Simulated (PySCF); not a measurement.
C₂H₈O₂Si₂, SMILES C=C[Si@H](O)[SiH2]O.

Coordinates come from a B3LYP-D3(BJ)/def2-SVP optimisation. The structure was generated by enumeration; whether it is a known compound was not checked. Other conformers were not sampled.

Two levels are set side by side: TDA-PBE/def2-SVPD (PySCF) and TDA-LC-ωPBE/def2-SVPD (PySCF). Vertical, same geometry. The lowest singlet is HOMO→LUMO 84 % with PBE and HOMO→LUMO 59 %, HOMO−1→LUMO 15 % with the other functional; states are paired by order. Differences are taken from unrounded values.

| quantity | TDA-LC-ωPBE | TDA-PBE | TDA-PBE minus TDA-LC-ωPBE |
|---|---|---|---|
| lowest singlet excitation (eV) | 6.22 | 4.82 | -1.40 |
| lowest triplet excitation (TDA) (eV) | 4.00 | 4.00 | 0.01 |
| first bright state (f over 0.05) (eV) | 6.22 | 4.82 | -1.40 |
| its oscillator strength | 0.11 | 0.07 | -0.04 |

Functionals without exact exchange tend to place singlet excitations lower, as here. Differences between two approximate levels are no errors against the true value.

Rough cost on one machine, each run with all the roots and properties that it gave: TDA-LC-ωPBE against TDA-PBE about 4 times.
